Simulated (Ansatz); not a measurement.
Ansatz results at the PBE0-D4/def2-TZVP geometry: size of the dipole moment (B3LYP/def2-TZVPP) 1.41 D; ideal-gas entropy at 298 K and 1 bar (rigid rotor, harmonic PBE0-D4/def2-TZVP) 334 J/(mol·K); zero-point energy (PBE0-D4/def2-TZVP) 177.3 kJ/mol.

Each molecule was computed in one conformer, which needn't be the lowest.

(1) Which molecule gave them?
A. `[CH2]COC`•
B. `CC[B]Br`•
C. `C[O][Ga][F]`•
D. `N#[C][GeH2]`•

## Answers

(1) B. The others give `[CH2]COC`•: 1.30, 318, 243.4; `N#[C][GeH2]`•: 3.80, 289, 58.0; `C[O][Ga][F]`•: 1.06, 337, 113.0.

B3LYP here is the variant with VWN-RPA as its local correlation; programs differ in this.
